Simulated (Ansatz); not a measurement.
The same path of H$_{2}$OZn (4 atoms, charge 0, multiplicity 1) was run 3 times with different band settings. Lost on the way: O1–Zn2, Zn2–H4. Made: O1–H4.

Theory: RKS CAM-B3LYP/def2-TZVP (Ansatz 0.2.0).

Relaxed end points:

```xyz
4
Properties=species:S:1:pos:R:3
O 0.372 -0.969 0.538
Zn 0.070 0.599 -0.224
H -0.298 -1.653 0.506
H -0.088 1.963 -0.841
```

```xyz
4
Properties=species:S:1:pos:R:3
O -0.389 -0.179 0.519
Zn 2.181 0.906 -1.087
H -0.560 -1.097 0.287
H -1.177 0.309 0.261
```

Common settings: spring 5.0 eV/Å²; optimiser quadratic models (default); start path through a guess of the saddle point; iteration limit 60; end points relaxed.

| run | movable images | climbing image | force threshold |
| --- | --- | --- | --- |
| 1 | 5 | yes | 0.05 eV/Å |
| 2 | 8 | no | 0.05 eV/Å |
| 3 | 5 | yes | 0.2 eV/Å |

(1) What does each run give, and how far can it be trusted?

Answers

(1) Run 1: converged after 24 iterations, highest image 2.980 eV above the first end. Neighbouring images differ by up to 2.1 eV, so the band resolves the path poorly. A vibrational analysis at the climbing image gives one clearly imaginary mode, 1222i cm⁻¹: a first-order saddle point.
Run 2: converged after 29 iterations, highest image 2.800 eV above the first end. Neighbouring images differ by up to 1.9 eV, so the band resolves the path poorly. No image climbed, so the highest image needn't sit at the top of the path.
Run 3: converged after 20 iterations, highest image 2.980 eV above the first end. The threshold of 0.2 eV/Å is loose, so the images may lie well off the minimum-energy path. Neighbouring images differ by up to 2.4 eV, so the band resolves the path poorly. Another band between the same ends (5 images) ends at a top of the same energy, where a vibrational analysis finds 1 clearly imaginary mode.
The orbitals stay closed-shell, which can raise the energy where a bond breaks towards radicals; this wasn't checked here.
